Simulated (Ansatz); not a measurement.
Basis sets compared for [WO3Cl]- (WClO₃⁻). Charge -1, multiplicity 1. Geometry r2SCAN-D4/def2-SVPD. Ansatz on 4 threads of Arm Neoverse V1 on a shared host; times are rough, and most runs start from earlier orbitals.

Cartesian coordinates in Å:
```
W 0.000 -0.045 0.103
O 1.504 0.313 0.928
O -1.329 0.608 1.041
O -0.186 -1.785 -0.004
Cl 0.012 0.909 -2.067
```

In the def2 sets W takes a core potential; there is no spin–orbit coupling.

```csv
level,functions,energy (Eh),HOMO (eV),LUMO (eV),wall time
PBE-D4/def2-SVPD,131,-752.6387,-2.15,2.59,1.5 s
PBE0-D4/def2-SVPD,131,-752.5759,-3.72,3.34,2 s
```

Problem. Estimate the rows for PBE-D4/def2-TZVPD (with forces), PBE0-D4/def2-TZVPD.

Solution. 
```tsv
level	functions	energy (Eh)	HOMO (eV)	LUMO (eV)	wall time
PBE-D4/def2-TZVPD (with forces)	209	-753.0658	-2.03	2.65	2.9 s
PBE0-D4/def2-TZVPD	209	-753.0062	-3.58	3.17	3.5 s
```
